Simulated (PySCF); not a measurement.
BF, singlet, geometry from GFN2-xTB. Base run: DF-CAMB3LYP/6-31G** (PySCF).

Here is a job for PySCF.
```python
from pyscf import gto, scf, dft

mol = gto.M(
    atom='''
B    -0.000000   -0.000000   -0.799877
F     0.000000    0.000000    0.444376
''',
    basis='6-31g**',
    charge=0,
    spin=0,
    verbose=4,
)

mf = dft.RKS(mol)
mf.xc = 'camb3lyp'
mf = mf.density_fit(auxbasis='def2-universal-jkfit')
mf.kernel()
```

The base run was repeated with changes; each row names its change, and settings that it needs were set with it.

```csv
change,basis functions,E (Eh),HOMO (eV),HOMO-LUMO gap (eV),dipole (D)
base,28,-124.61190,-8.89,9.95,1.18
basis = 6-31G,18,-124.57401,-9.08,9.78,0.82
basis = pcseg-0,18,[?],[?],[?],[?]
basis = def2-SVP,28,-124.52247,-9.24,9.64,1.30
basis = def2-SV(P),28,-124.52247,-9.24,9.64,1.30
basis = pc-1,28,[?],[?],9.65,[?]
basis = cc-pVDZ,28,[?],[?],[?],[?]
"basis = 6-311+G(2d,p)",54,-124.66530,-9.47,9.43,1.04
basis = cc-pVTZ,[?],[?],[?],9.65,[?]
basis = def2-TZVPP,62,-124.67777,-9.42,9.57,1.08
basis = def2-TZVPD,77,-124.67814,-9.43,9.55,1.06
basis = cc-pVQZ,110,-124.68267,-9.42,9.58,1.07
basis = def2-QZVPP,114,-124.68565,-9.43,9.50,1.06
```

### Question
Some entries are withheld; supply them.

### Answer

- basis = pcseg-0, E (Eh): -124.26870
- basis = pcseg-0, HOMO (eV): -9.34
- basis = pcseg-0, HOMO-LUMO gap (eV): 9.71
- basis = pcseg-0, dipole (D): 1.01
- basis = pc-1, E (Eh): -124.59723
- basis = pc-1, HOMO (eV): -9.29
- basis = pc-1, dipole (D): 1.13
- basis = cc-pVDZ, E (Eh): -124.62174
- basis = cc-pVDZ, HOMO (eV): -9.23
- basis = cc-pVDZ, HOMO-LUMO gap (eV): 9.74
- basis = cc-pVDZ, dipole (D): 1.20
- basis = cc-pVTZ, basis functions: 60
- basis = cc-pVTZ, E (Eh): -124.67161
- basis = cc-pVTZ, HOMO (eV): -9.38
- basis = cc-pVTZ, dipole (D): 1.11

Totals compare only among sets that treat the same electrons; sets with core potentials leave the core out.
